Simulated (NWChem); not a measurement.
Everything below was run with NWChem. System: C$_{2}$H$_{4}$F (+1), charge 1, spin multiplicity 1, at a geometry optimised with PBE0/def2-SVP. The structure started from a generated list of species. Level: TD-B3LYP/def2-SVPD, VWN1-RPA local correlation.

The NWChem input:

```
start mol
memory heap 200 mb stack 900 mb global 1100 mb
charge 1
geometry units angstroms nocenter noautoz
  C     -0.128769    -1.168455     0.000000
  C     -0.382701     0.231499     0.000000
  F      0.544779     1.065149     0.000000
  H     -0.687589    -1.602074    -0.861112
  H     -0.687589    -1.602074     0.861112
  H      0.933783    -1.441601     0.000000
  H     -1.392789     0.681141     0.000000
  symmetry group Cs
end
basis spherical
  * library def2-svpd
end
dft
  xc b3lyp
  semidirect memsize 60000000 filesize 0
  iterations 100
end
tddft
  rpa
  nroots 5
  notriplet
  thresh 1e-4
end
task tddft energy
```

Part of the output:

```
             Northwest Computational Chemistry Package (NWChem) 7.3.0
             --------------------------------------------------------

                                NWChem Input Module
                                -------------------

 Scaling coordinates for geometry "geometry" by  1.889725989
 (inverse scale =  0.529177249)

 Turning off AUTOSYM since
 SYMMETRY directive was detected!

                             Geometry "geometry" -> ""
                             -------------------------

 Output coordinates in angstroms (scale by  1.889725989 to convert to a.u.)

  No.       Tag          Charge          X              Y              Z
 ---- ---------------- ---------- -------------- -------------- --------------
    1 C                    6.0000    -0.12876900    -1.16845500     0.00000000
    2 C                    6.0000    -0.38270100     0.23149900     0.00000000
    3 F                    9.0000     0.54477900     1.06514900     0.00000000
    4 H                    1.0000    -0.68758900    -1.60207400    -0.86111200
    5 H                    1.0000    -0.68758900    -1.60207400     0.86111200
    6 H                    1.0000     0.93378300    -1.44160100     0.00000000
    7 H                    1.0000    -1.39278900     0.68114100     0.00000000

 Effective nuclear repulsion energy (a.u.)      74.8906739036

            Nuclear Dipole moment (a.u.)
            ----------------------------
        X                 Y               Z
 ---------------- ---------------- ----------------
     0.0000132281    -0.0000056692     0.0000000000

      Symmetry information
      --------------------

 Group name             Cs
 Group number              2
 Group order               2
 No. of unique centers     6

      Symmetry unique atoms

     1    2    3    4    6    7


 Summary of "ao basis" -> "" (spherical)
 ------------------------------------------------------------------------------
       Tag                 Description            Shells   Functions and Types
 ---------------- ------------------------------  ------  ---------------------
 *                         def2-svpd                  on all atoms

                                 NWChem DFT Module
                                 -----------------

 Summary of "ao basis" -> "ao basis" (spherical)
 ------------------------------------------------------------------------------
       Tag                 Description            Shells   Functions and Types
 ---------------- ------------------------------  ------  ---------------------
 C                         def2-svpd                 8       20   4s2p2d
 F                         def2-svpd                 9       23   4s3p2d
 H                         def2-svpd                 4        8   2s2p

 Summary of "ao basis" -> "ao basis" (spherical)
 ------------------------------------------------------------------------------
       Tag                 Description            Shells   Functions and Types
 ---------------- ------------------------------  ------  ---------------------
 C                         def2-svpd                 8       20   4s2p2d
 F                         def2-svpd                 9       23   4s3p2d
 H                         def2-svpd                 4        8   2s2p

      Symmetry analysis of basis
      --------------------------

        a'         64
        a"         31

            General Information
            -------------------
          SCF calculation type: DFT
          Wavefunction type:  closed shell.
[...]
    4     35       0     0.67E-01   0.68E-02       15.7
    5     45       2     0.10E-01   0.40E-02       15.0
    6     51       2     0.32E-02   0.66E-04        7.7
    7     57       3     0.12E-02   0.40E-05        9.8
    8     61       4     0.43E-03   0.47E-06        7.2
    9     63       4     0.15E-03   0.57E-07        4.9
   10     65       5     0.81E-04   0.53E-08        7.8
  ----  ------  ------  ---------  ---------  ---------
  Convergence criterion met

  Ground state a'       -177.982678400748 a.u.

  ----------------------------------------------------------------------------
  Root   1 singlet a"             0.212825615 a.u.                5.7913 eV
  ----------------------------------------------------------------------------
     Transition Moments    X  0.00000   Y -0.00000   Z -0.02436
     Transition Moments   XX -0.00000  XY  0.00000  XZ  0.38717
     Transition Moments   YY -0.00000  YZ -0.51099  ZZ -0.00000
     Dipole Oscillator Strength                    0.0000842240
     Electric Quadrupole                           0.0000000211
     Magnetic Dipole                               0.0000034098
     Total Oscillator Strength                     0.0000876550

          sigma_e =   1.2728 Angstrom
          sigma_h =   1.4108 Angstrom
         |d_h->e| =   0.2544 Angstrom
            d_exc =   1.9114 Angstrom
            d_CD1 =   0.3923 Angstrom
            d_CD2 =  -1.0875 Angstrom
            d_CD3 =   2.1658 Angstrom
     Pearson C.C. =   0.0060

     Occ.   10  a'  ---  Virt.   13  a"  -0.23025 X
     Occ.   12  a'  ---  Virt.   13  a"  -0.97179 X
  ----------------------------------------------------------------------------
  Root   2 singlet a"             0.243341682 a.u.                6.6217 eV
  ----------------------------------------------------------------------------
     Transition Moments    X  0.00000   Y  0.00000   Z  0.17877
     Transition Moments   XX -0.00000  XY  0.00000  XZ -0.37338
     Transition Moments   YY  0.00000  YZ -0.60628  ZZ -0.00000
     Dipole Oscillator Strength                    0.0051846326
     Electric Quadrupole                           0.0000000389
     Magnetic Dipole                               0.0000003737
     Total Oscillator Strength                     0.0051850452

          sigma_e =   1.2846 Angstrom
          sigma_h =   1.3150 Angstrom
         |d_h->e| =   1.1536 Angstrom
            d_exc =   2.1668 Angstrom
            d_CD1 =   1.1840 Angstrom
            d_CD2 =  -0.1462 Angstrom
            d_CD3 =   3.3204 Angstrom
     Pearson C.C. =   0.0045

     Occ.    9  a'  ---  Virt.   13  a"  -0.07530 X
     Occ.   10  a'  ---  Virt.   13  a"  -0.96786 X
     Occ.   12  a'  ---  Virt.   13  a"   0.23286 X
  ----------------------------------------------------------------------------
  Root   3 singlet a'             0.283895566 a.u.                7.7252 eV
  ----------------------------------------------------------------------------
     Transition Moments    X  0.12946   Y  1.06887   Z -0.00000
     Transition Moments   XX  0.18464  XY -0.58002  XZ  0.00000
     Transition Moments   YY -1.91911  YZ  0.00000  ZZ -0.48131
     Dipole Oscillator Strength                    0.2194032561
     Electric Quadrupole                           0.0000001819
     Magnetic Dipole                               0.0000002037
     Total Oscillator Strength                     0.2194036416

          sigma_e =   1.3291 Angstrom
          sigma_h =   1.2999 Angstrom
         |d_h->e| =   1.0747 Angstrom
            d_exc =   2.1326 Angstrom
            d_CD1 =   1.1039 Angstrom
            d_CD2 =  -0.2398 Angstrom
            d_CD3 =   3.2073 Angstrom
     Pearson C.C. =   0.0183

     Occ.   11  a"  ---  Virt.   13  a"  -0.99066 X
     Occ.   11  a"  ---  Virt.   13  a"   0.08254 Y
  ----------------------------------------------------------------------------
  Root   4 singlet a"             0.348949661 a.u.                9.4954 eV
  ----------------------------------------------------------------------------
     Transition Moments    X -0.00000   Y  0.00000   Z  0.24974
     Transition Moments   XX  0.00000  XY -0.00000  XZ -0.44845
     Transition Moments   YY -0.00000  YZ -0.70725  ZZ -0.00000
     Dipole Oscillator Strength                    0.0145097533
     Electric Quadrupole                           0.0000001587
     Magnetic Dipole                               0.0000022691
     Total Oscillator Strength                     0.0145121811

          sigma_e =   1.2886 Angstrom
          sigma_h =   1.4686 Angstrom
         |d_h->e| =   0.5073 Angstrom
            d_exc =   2.0149 Angstrom
            d_CD1 =   0.6873 Angstrom
            d_CD2 =  -0.8713 Angstrom
            d_CD3 =   2.5222 Angstrom
     Pearson C.C. =   0.0039

     Occ.    6  a'  ---  Virt.   13  a"   0.13240 X
     Occ.    7  a'  ---  Virt.   13  a"  -0.06823 X
     Occ.    9  a'  ---  Virt.   13  a"   0.98037 X
     Occ.   10  a'  ---  Virt.   13  a"  -0.07167 X
     Occ.   10  a'  ---  Virt.   17  a"  -0.05404 X
  ----------------------------------------------------------------------------
  Root   5 singlet a"             0.404669188 a.u.               11.0116 eV
  ----------------------------------------------------------------------------
     Transition Moments    X -0.00000   Y -0.00000   Z  0.09036
     Transition Moments   XX  0.00000  XY -0.00000  XZ -0.48786
     Transition Moments   YY -0.00000  YZ  0.14739  ZZ  0.00000
     Dipole Oscillator Strength                    0.0022027483
     Electric Quadrupole                           0.0000000917
     Magnetic Dipole                               0.0000029048
     Total Oscillator Strength                     0.0022057448

          sigma_e =   1.2726 Angstrom
          sigma_h =   1.1745 Angstrom
         |d_h->e| =   0.6052 Angstrom
            d_exc =   1.8372 Angstrom
            d_CD1 =   0.7033 Angstrom
            d_CD2 =  -0.6184 Angstrom
            d_CD3 =   2.4423 Angstrom
     Pearson C.C. =  -0.0033

     Occ.    7  a'  ---  Virt.   13  a"   0.99441 X
     Occ.    9  a'  ---  Virt.   13  a"   0.06367 X

              Target root =      1
          Target symmetry = none
      Ground state energy =   -177.982678400748
        Excitation energy =      0.212825615126
     Excited state energy =   -177.769852785622

  stored tddft:energy   -177.76985278562191

 Task  times  cpu:      119.0s     wall:      119.0s

 Total times  cpu:      119.1s     wall:      119.1s
```
